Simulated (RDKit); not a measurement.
Input file for RDKit: MMFF94 on CH5N (SMILES CN).

```python
from rdkit import Chem
from rdkit.Chem import AllChem, rdDetermineBonds

blocks = [
'''7

C     0.41789694    0.39042539    0.46302077
N    -0.36244509   -0.81726267    0.73830265
H     1.42490951    0.26215137    0.86160730
H    -0.03481555    1.23311760    0.98713314
H     0.50299301    0.64915419   -0.59933612
H     0.06952974   -1.63557122    0.32693966
H    -1.29529510   -0.74310501    0.35045212
''',
]
mol = None
for b in blocks:
    f = Chem.MolFromXYZBlock(b)
    rdDetermineBonds.DetermineBonds(f, charge=0)
    mol = f if mol is None else Chem.CombineMols(mol, f)
Chem.SanitizeMol(mol)
print(Chem.MolToSmiles(Chem.RemoveHs(mol)))
ff = AllChem.MMFFGetMoleculeForceField(mol, AllChem.MMFFGetMoleculeProperties(mol), nonBondedThresh=100.0, ignoreInterfragInteractions=False)
e = ff.CalcEnergy()
print(f'MMFF94 energy {e:.6f} kcal/mol')
```

Program output:

```
CN
MMFF94 energy -1.105734 kcal/mol
```

The run finished.

Cost: about 0.05 core-seconds (a rough figure).
